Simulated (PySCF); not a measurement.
PBE on Sb- (antimony, charge -1), [Kr] 4d10 5s2 5p4, high-spin 3P determinant. Computed with PySCF 2.14 in aug-cc-pwCVDZ-PP with ECP28MDF (6s5p4d1f, 48 functions), with scalar relativity through the core potential.

```
cycle= 1 E= -240.237416348087  delta_E= -0.01  |g|= 0.0339  |ddm|=  1.1
cycle= 2 E= -240.237540666175  delta_E= -0.000124  |g|= 0.019  |ddm|= 0.138
cycle= 3 E= -240.237802299799  delta_E= -0.000262  |g|= 0.00875  |ddm|= 0.0851
cycle= 4 E= -240.237866458084  delta_E= -6.42e-05  |g|= 0.000566  |ddm|= 0.0288
cycle= 5 E= -240.23786696087  delta_E= -5.03e-07  |g|= 8.86e-05  |ddm|= 0.00367
cycle= 6 E= -240.237866985807  delta_E= -2.49e-08  |g|= 8.6e-06  |ddm|= 0.00103
cycle= 7 E= -240.237866985943  delta_E= -1.36e-10  |g|= 1.06e-06  |ddm|= 5.37e-05
converged SCF energy = -240.237866985943  <S^2> = 2.0050757  2S+1 = 3.0033819
```

Highest occupied orbital energy: 1.488 eV; ⟨L²⟩ = 2.02; populations by l: s 4.00, p 10.00, d 10.00, f 0.00.

**Question.** Can this result be used?

**Answer.** With care. Self-consistency was reached. Energies and moments cover only the electrons outside the core potential. At PBE the highest occupied level has a positive energy, so only the finite basis holds that electron; in a semilocal or global hybrid functional this comes from self-interaction and does not mean that the real anion is unbound.
